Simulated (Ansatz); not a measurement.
C7H16Si (SMILES CC(C)[C@]1([SiH3])C[C@H]1C), singlet, geometry from GFN2-xTB. Base run: HF/6-31G run with Ansatz (a first-principles code).

Input for Ansatz:
Ansatz 0.2 input:
```yaml
crystal:
  periodic: [false, false, false]
  atoms:
    - {symbol: C, position_ang: [-1.75882659, 0.29817709, 1.37223484]}
    - {symbol: C, position_ang: [-1.44297723, -0.24691455, -0.02155156]}
    - {symbol: C, position_ang: [-1.90943964, -1.69858592, -0.12798793]}
    - {symbol: C, position_ang: [0.03782601, -0.00991648, -0.32501193]}
    - {symbol: Si, position_ang: [0.44789960, 1.80012318, -0.70613095]}
    - {symbol: C, position_ang: [0.84935440, -1.05963024, -1.04734225]}
    - {symbol: C, position_ang: [1.05742115, -0.84057146, 0.41496571]}
    - {symbol: C, position_ang: [2.34514054, -0.25408120, 0.93501982]}
    - {symbol: H, position_ang: [-1.19525164, -0.24526407, 2.12764692]}
    - {symbol: H, position_ang: [-2.81911534, 0.19570935, 1.59446819]}
    - {symbol: H, position_ang: [-1.49387144, 1.35101110, 1.43813963]}
    - {symbol: H, position_ang: [-2.02758016, 0.32988404, -0.74948490]}
    - {symbol: H, position_ang: [-1.82086915, -2.06578801, -1.14760260]}
    - {symbol: H, position_ang: [-1.34297671, -2.35188779, 0.53137393]}
    - {symbol: H, position_ang: [-2.95772462, -1.76279787, 0.15773436]}
    - {symbol: H, position_ang: [1.57080292, 1.88645552, -1.64407827]}
    - {symbol: H, position_ang: [-0.72633504, 2.42169604, -1.32396346]}
    - {symbol: H, position_ang: [0.79308464, 2.53671868, 0.51338403]}
    - {symbol: H, position_ang: [0.37518379, -1.97212885, -1.37370817]}
    - {symbol: H, position_ang: [1.62234474, -0.72131843, -1.72306632]}
    - {symbol: H, position_ang: [0.66117524, -1.60790180, 1.07233535]}
    - {symbol: H, position_ang: [3.06646003, -1.04690970, 1.13306935]}
    - {symbol: H, position_ang: [2.78037325, 0.43233223, 0.21346047]}
    - {symbol: H, position_ang: [2.17271309, 0.28760128, 1.86416473]}
basis:
  gaussian:
    orbitals: 6-31G
hamiltonian:
  xc: hf
```

Variants of this job, named by their change:

```
change                                                            ΔE vs base (kcal/mol)
----------------------------------------------------------------  ---------------------
base                                                                              0.000
lower_state_search = light                                                        0.000
fitting.mean_field = cc-pVTZ-JKFIT                                                0.020
lower_state_search = off                                                          0.000
point_charge = charge:1.0 position_ang:-1.7515, 4.3522, 4.3346                    -2.12
point_charge = charge:-1.0 position_ang:-0.1329, 4.4298, -4.3136                 -0.587
forces = on                                                                       0.000
accuracy = high                                                                  -0.019
nuclear_model = gaussian                                                            ___
fitting.mean_field = def2-universal-JKFIT                                           ___
lower_state_search = full                                                         0.000
```

Q: What belongs in the gaps?

A: 
- nuclear_model = gaussian, ΔE vs base (kcal/mol): 0.119
- fitting.mean_field = def2-universal-JKFIT, ΔE vs base (kcal/mol): 0.056
